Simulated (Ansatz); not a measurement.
`[Cl][GeH2][NH][SiH](Cl)Cl`. Total charge 0; spin multiplicity 1. All single points use the PBE0-D4/def2-TZVP geometry. It is one conformer, not always the lowest.

```xyz
10

Cl   -0.854   -1.091    2.588
Ge   -1.257   -0.928    0.474
N     0.281   -0.473   -0.409
Si    1.126    1.001   -0.442
Cl    1.621    1.491   -2.366
Cl   -0.102    2.428    0.345
H    -2.318    0.155    0.308
H    -1.655   -2.323   -0.016
H     0.770   -1.268   -0.799
H     2.389    1.009    0.317
```

**Question.** What is the dipole moment at PBE/def2-TZVPP? (Estimate.)

**Answer.** Computed: 2.05 D, with components (-0.22, -1.64, -1.22) D in this frame, pointing from negative to positive charge.

**Question.** And with r2SCAN, B3LYP, ωB97M-V? (Best estimate.)

**Answer.** Ansatz gave: r2SCAN 2.13 D, B3LYP 2.11 D, ωB97M-V 2.14 D.

**Question.** Give the Mulliken charges with PBE, B3LYP, r2SCAN in def2-TZVPP. (Best estimate.)

**Answer.** Ansatz gave: 
| atom | PBE | B3LYP | r2SCAN |
| --- | --- | --- | --- |
| Cl1 | -0.29 | -0.31 | -0.32 |
| Ge2 | 0.35 | 0.40 | 0.43 |
| N3 | -0.32 | -0.37 | -0.43 |
| Si4 | 0.52 | 0.61 | 0.66 |
| Cl5 | -0.20 | -0.23 | -0.23 |
| Cl6 | -0.20 | -0.23 | -0.23 |
| H7 | 0.04 | 0.04 | 0.04 |
| H8 | 0.01 | 0.02 | 0.01 |
| H9 | 0.14 | 0.13 | 0.15 |
| H10 | -0.06 | -0.06 | -0.07 |

B3LYP here is the variant with VWN-RPA as its local correlation; programs differ in this.
